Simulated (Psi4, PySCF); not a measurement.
C$_{2}$H$_{6}$MgS (SMILES C[CH2][Mg][SH]), singlet, geometry from GFN2-xTB (such geometries of metal compounds can be far from the true shape). Base run: PBE/6-31G, TDA run with PySCF.

The PySCF input:
```python
from pyscf import gto, scf, dft, tdscf

mol = gto.M(
    atom='''
Mg   -0.45187029   -0.31930665    0.93408260
C     0.24233337   -1.98911933   -0.17285771
C     0.77730266   -1.36646212   -1.45123235
H    -0.55192055   -2.70223823   -0.40624478
H     1.04150060   -2.52477661    0.34574123
H     1.57233784   -0.64739911   -1.22976359
H    -0.01771537   -0.84149341   -1.99002392
H     1.19009929   -2.12647353   -2.12004384
S    -0.19935611    1.89292032    0.17056308
H    -0.73997676    2.52082405    1.20687495
''',
    basis='6-31g',
    verbose=3,
)

mf = dft.RKS(mol)
mf.xc = 'pbe'
mf.kernel()
td = mf.TDA()
td.nstates = 5
td.kernel()
td.analyze()
```

Programs used: Psi4, PySCF; a row that names a program was run with it.

Variants of this job, named by their change:

```tsv
change	first excitation (eV)	oscillator strength of the first	second (eV)
base	2.79	0.014	3.64
code = psi4	2.79	0.014	3.64
nstates = 15	2.79	0.014	3.64
states = triplets	2.22	-	2.62
nstates = 2	2.79	0.014	3.64
functional = hf	(withheld)	(withheld)	(withheld)
functional = b3lyp	(withheld)	(withheld)	(withheld)
functional = m062x	3.46	0.015	3.94
functional = bhandhlyp	(withheld)	(withheld)	(withheld)
conv_tol = 1e-3	2.79	0.014	3.64
```

Task: What belongs in the gaps?

Result: 
- functional = hf, first excitation (eV): 4.37
- functional = hf, oscillator strength of the first: 0.215
- functional = hf, second (eV): 4.49
- functional = b3lyp, first excitation (eV): 3.10
- functional = b3lyp, oscillator strength of the first: 0.016
- functional = b3lyp, second (eV): 3.78
- functional = bhandhlyp, first excitation (eV): 3.67
- functional = bhandhlyp, oscillator strength of the first: 0.019
- functional = bhandhlyp, second (eV): 4.03

An iterative solver can miss low states, so a row lists the states that it found.
